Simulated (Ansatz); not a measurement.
Al2P2⁻. The state is a quartet with charge -1. Geometry B3LYP-D4/def2-TZVPD; atoms count from 1.

Cartesian coordinates in Å:
```
Al -0.5434 0.1111 1.9935
Al 0.5434 -0.1113 -1.9935
P -1.0628 -0.3400 -0.2707
P 1.0628 0.3401 0.2707
```

The highest occupied level of the charge -1 quartet lies above zero (up to 0.54 eV). It is a level of α spin, whose loss leaves a triplet; that state wasn't run at this geometry and level. The electron is either unbound and held by the finite basis, or the level is raised by self-interaction error. At PBE0-D4/def2-TZVPD a doublet of charge -1 lies 1.56 eV below the quartet, each at its own geometry. The structure comes from a short search, and lower isomers may exist.

(1) Estimate the Mulliken populations from the PBE0/def2-TZVPD orbitals of Ansatz.

(2) Where does the spin sit?

(3) And the Mayer bond orders between bonded heavy atoms (over 0.3)?

## Answers

(1) 
```
atom  charge (e)  spin (α − β)
 Al1       -0.37          0.88
 Al2       -0.37          0.88
  P3       -0.13          0.62
  P4       -0.13          0.62
```
Mulliken values and Mayer orders depend strongly on the basis. With diffuse functions, as here, like atoms can get unlike values, and bond orders can come out too low or too high.

(2) Summed by element: Al 1.76, P 1.24, of 3 unpaired in all. Largest on single atoms: Al1 0.88, Al2 0.88, P3 0.62.

(3) Al1–P3 0.83 (2.37 Å); Al1–P4 0.83 (2.37 Å); Al2–P3 0.83 (2.37 Å); Al2–P4 0.83 (2.37 Å); P3–P4 1.18 (2.30 Å). Values over 0.3 also appear between atoms too far apart for a bond (Al1–Al2 0.72 at 4.14 Å); they arise where an orbital or an unpaired electron spreads over both atoms.
